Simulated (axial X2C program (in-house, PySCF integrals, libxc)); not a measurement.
# Potential curves of MoAs, two-component

All values were computed with an in-house relativistic program for diatomic molecules. Two-component (2c) means X2C with spin–orbit coupling and atomic mean-field two-electron Coulomb and Gaunt terms. Basis: Mo dyall-cv3z [11s12p9d5f3g], As dyall-cv3z [9s9p6d4f1g] (cores contracted in-house); Gaussian nuclei, density fitting, unrestricted open shells. Masses: Mo 97.905 u, As 74.922 u.

State: Ω = 3/2 (⟨Sz⟩ = 1.50, ⟨Lz⟩ = 0.00 at HF). Energies in cm⁻¹ from the fragments at the same level (Mo + As). Fits are polynomials in 1 − R0/R over 0.85 to 1.23 times the lowest point R0.

```csv
R (Å),HF,B97-3,PBE0
1.9906,17720,-14936,-12234
2.0821,10086,-19462,-16658
2.1507,5980,-21211,-18382
2.2194,2919,-22016,-19193
2.2880,684,-22175,-19371
2.3681,-1117,-21819,-19043
2.4482,-2254,-21083,-18334
2.5511,-3007,-19804,-17090
2.6770,-3211,-17971,-15307
2.8600,-2789,-15152,-12592
```

The state is a single determinant with fixed occupations, the lowest that a limited PBE0 search found. Dissociation energies refer to the lowest single-determinant-based atoms at the same level and basis. Density functionals use the spin component along the axis (collinear). With several unpaired electrons one determinant need not be a pure state. This is the top spin component of a Σ state; components of lower Ω are not single determinants and can lie lower. The determinant is spin-polarised beyond a pure state at some levels (its spin-free form has ⟨S²⟩ too high), which makes Re and μ there less reliable.

(1) What are Re, ωe and De at the HF level?

(2) Fit the B97-3 curve near its minimum: give the equilibrium distance, the harmonic wavenumber and the well depth.

(3) Fit the PBE0 curve near its minimum: give the equilibrium distance, the harmonic wavenumber and the well depth.

Results:

(1) At HF, 2c: Re = 2.658 Å, ωe ≈ 155 cm⁻¹, De = 0.40 eV to Mo + As; Be follows as 0.0562 cm⁻¹.

(2) At B97-3, 2c: Re = 2.275 Å, ωe ≈ 280 cm⁻¹, De = 2.75 eV to Mo + As; Be follows as 0.0768 cm⁻¹.

(3) At PBE0, 2c: Re = 2.278 Å, ωe ≈ 276 cm⁻¹, De = 2.40 eV to Mo + As; Be follows as 0.0765 cm⁻¹.
